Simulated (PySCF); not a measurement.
BeH and its ions

B2PLYP; basis Be def2-SVPD, H def2-SVPD; no relativity; PySCF 2.14. Neutral (UKS): doublet (σ ↑), Re = 1.342 Å, ωe = 2095 cm⁻¹, De = 2.43 eV, HOMO -6.61 eV, LUMO -0.66 eV.

BeH⁺ (UKS): singlet (closed shell), Re = 1.314 Å, ωe = 2243 cm⁻¹, De = 3.02 eV to Be⁺ + H. The energies at the minima are -15.21620 hartree for BeH and -14.91063 for BeH⁺.

Q: Work out the adiabatic ionisation energy, without and with harmonic zero-point energies (1 hartree = 27.2114 eV, 1 eV = 8065.5 cm⁻¹), and the change of the bond length.

A: At B2PLYP: 0.30557 hartree = 8.315 eV between the minima; the zero-point term (2243.0 − 2095.0)/2 cm⁻¹ = +0.009 eV makes it 8.324 eV. Re changes by -2.8 pm against the neutral. The electron leaves a σ orbital, and the shorter bond of the ion fits an antibonding orbital, or a change in how ionic the bond is.

Correlated steps freeze no core orbitals. For an ion De counts to the pair picked by the measured ionisation energies or electron affinities, which need not be the lowest pair at this level. B2PLYP dipoles, levels and charges come from its SCF part alone. States were picked by a PBE0 search and need not be the measured ground states.
